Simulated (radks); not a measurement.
Task: Lu2+, configuration [Xe] 4f14 6s1. Calculated with a radial shooting solver on a logarithmic mesh with Libxc functionals: Dirac Kohn-Sham, PBEsol, spin-unpolarised, spherical densities, finite nucleus; Fermi nuclear charge, rms radius 5.37 fm.

Spin-orbit splittings of the eigenvalues, e(l+1/2) - e(l-1/2), with zeta = 2 splitting/(2l+1) and mean radii in bohr:

shell  occ.  splitting (eV)  zeta (eV)  <r> j=l-1/2  <r> j=l+1/2
2p        6            1117      744.5      0.06742      0.07503
3p        6               ?          ?       0.2021       0.2163
3d       10           52.02      20.81       0.1899       0.1943
4p        6           54.26      36.17       0.4851       0.5179
4d       10           9.905      3.962       0.5411       0.5527
4f       14           1.527     0.4363       0.7115       0.7264
5p        6           7.036      4.690        1.305        1.412

Estimate the 3p splitting.

Result: 238.2 eV (zeta = 158.8 eV).
